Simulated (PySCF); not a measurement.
## How methods differ on the excitation energy of La²⁺

La²⁺ [Xe] 5d1 (2D) → La²⁺ [Xe] 6p1 (2P), as a difference of total energies. All numbers are calculated (PySCF 2.14, a scalar-relativistic core potential, in def2-TZVPPD with the def2 core potential (46 electrons) (6s5p3d2f1g, 59 functions)). Correlated levels: valence: nothing frozen outside the core potential. The calculations carry no spin-orbit coupling.

```csv
method,excitation energy (eV)
UHF,5.206
LDA,5.178
PBE,5.216
PBE0,5.351
r2SCAN,5.373
TPSS,5.253
r2SCAN0,5.469
PBEsol,5.223
BP86,5.239
MP2 (valence),5.274
SCS-MP2 (valence),5.299
```

Question: How much does correlation contribute at MP2 (valence)?

Answer: 5.274 − (5.206) = 0.068 eV, measured against UHF.
